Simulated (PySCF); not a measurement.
Species: C7H10OSi.
Bonds: C1–C2, C2–C3 (aromatic), C3–C4 (aromatic), C4–C5 (aromatic), C5–O6, O6–Si7, C5–C8 (aromatic), C8–C9 (aromatic), C2–C9 (aromatic). Hydrogens: H10, H11, H12 on C1; H13 on C3; H14 on C4; H15, H16, H17 on Si7; H18 on C8; H19 on C9.

All values: PBE0/pcSseg-1 and wB97X-D/def2-SVPD (PySCF, non-relativistic), on one gas-phase PBE0-D3(BJ)/def2-SVP geometry that isn't relaxed in the solvent. The solvent is an IEF-PCM continuum (cavity from Bondi-type radii × 1.2). Only the electrostatic response of the medium enters.

Gas phase at PBE0/pcSseg-1: HOMO -6.42 eV, LUMO -0.25 eV, dipole 0.86 D.

Question: What does the continuum do to the energy, the frontier levels and the dipole at PBE0/pcSseg-1 in benzene and water?

Answer: 
```json
{"solvent": "benzene", "ε": "2.271", "E(solvent) − E(gas) (kcal/mol)": "-1.50", "polarisation term (kcal/mol)": "-1.58", "distortion of the solute (kcal/mol)": "0.08", "HOMO (eV)": "-6.44", "LUMO (eV)": "-0.27", "dipole (D)": "1.01"}
{"solvent": "water", "ε": "78.36", "E(solvent) − E(gas) (kcal/mol)": "-3.67", "polarisation term (kcal/mol)": "-4.18", "distortion of the solute (kcal/mol)": "0.51", "HOMO (eV)": "-6.53", "LUMO (eV)": "-0.36", "dipole (D)": "1.28"}
```

The polarisation term is half the interaction of the solute with the surface charges that it induces; the rest is the cost of distorting the solute's density. The sum is the electrostatic part of solvation alone. From benzene to water the lowering changes by a factor 2.44, Onsager's factor (ε − 1)/(2ε + 1) by 2.14 and ε itself by 34.5.

Gas phase at wB97X-D/def2-SVPD: HOMO -8.15 eV, LUMO 1.39 eV, dipole 0.79 D.

Question: What does the continuum do to the energy, the frontier levels and the dipole at wB97X-D/def2-SVPD in benzene and water?

Answer: 
```csv
solvent,ε,E(solvent) − E(gas) (kcal/mol),polarisation term (kcal/mol),distortion of the solute (kcal/mol),HOMO (eV),LUMO (eV),dipole (D)
benzene,2.271,-1.34,-1.42,0.08,-8.16,1.38,0.95
water,78.36,-3.30,-3.85,0.55,-8.24,1.32,1.24
```

Question: How does the static polarisability (wB97X-D/def2-SVPD, frozen core, with the continuum's full static response) change?

Answer: 
| medium | isotropic (au) | principal values (au) | ⟨r²⟩ of the electrons (bohr²) |
| --- | --- | --- | --- |
| gas | 113.0 | 76.0, 110.1, 153.0 | 1852.6 |
| benzene | 129.6 | 86.8, 129.6, 172.3 | 1851.7 |
| water | 155.9 | 109.7, 162.4, 195.6 | 1850.2 |

The isotropic value in water is 1.38 times the gas-phase one; no cavity-field correction is applied. ⟨r²⟩ is taken about the centre of nuclear charge.

The run took 58 s on one thread of an Arm Neoverse N1, no GPU, on a shared host, and the process peaked at 1.1 GiB of memory. This is the whole shielding run at PBE0/pcSseg-1 in water, SCF included.

Shape of the structure used: `[CH3:1][c:2]1[cH:3][cH:4][c:5]([O:6][SiH3:7])[cH:8][cH:9]1`: C4–C5–O6–Si7 180°.

The pairwise dispersion term of wB97X-D wasn't added to the energies; at a given geometry it leaves orbitals and properties as they are.
